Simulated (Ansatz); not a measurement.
One change: `[CH3][Zn][Te]C` becomes `[CH3][Zn][TeH]`.

Ansatz, PBE0-D4/def2-TZVP geometries, multiplicity 1. Each molecule was computed in one conformer, which needn't be the lowest.

Elements past krypton have def2 core potentials. Scalar relativity is left out up to krypton.

```csv
property,`[CH3][Zn][Te]C`
size of the dipole moment (ωB97M-V/def2-TZVPP) / D,1.45
LUMO energy (PBE/def2-TZVPP) / eV,-1.78
HOMO–LUMO gap (PBE/def2-TZVPP) / eV,3.17
HOMO energy (PBE/def2-TZVPP) / eV,-4.95
HOMO–LUMO gap (PBE0/def2-TZVPP) / eV,4.90
LUMO energy (B3LYP/def2-TZVPP) / eV,-1.26
```

Task: Give the same properties after the change, and the shifts. (An estimate is asked.)

Result: Ansatz gave: 
```json
{"property": "size of the dipole moment (ωB97M-V/def2-TZVPP) / D", "`[CH3][Zn][TeH]`": "1.46", "shift": "0.01"}
{"property": "LUMO energy (PBE/def2-TZVPP) / eV", "`[CH3][Zn][TeH]`": "-1.48", "shift": "0.30"}
{"property": "HOMO–LUMO gap (PBE/def2-TZVPP) / eV", "`[CH3][Zn][TeH]`": "3.87", "shift": "0.70"}
{"property": "HOMO energy (PBE/def2-TZVPP) / eV", "`[CH3][Zn][TeH]`": "-5.36", "shift": "-0.41"}
{"property": "HOMO–LUMO gap (PBE0/def2-TZVPP) / eV", "`[CH3][Zn][TeH]`": "5.63", "shift": "0.73"}
{"property": "LUMO energy (B3LYP/def2-TZVPP) / eV", "`[CH3][Zn][TeH]`": "-0.96", "shift": "0.30"}
```

With PBE0 the HOMO falls by 0.42 eV and the LUMO rises by 0.31 eV, so the gap widens by about 0.73 eV. PBE moves the HOMO by -0.41 eV and ωB97M-V by -0.42 eV. Dipoles are sizes alone; their direction can turn.

B3LYP here is the variant with VWN-RPA as its local correlation; programs differ in this.

Spin–orbit coupling is left out; it splits and shifts lone-pair levels of the heavy atoms by tenths of an eV.
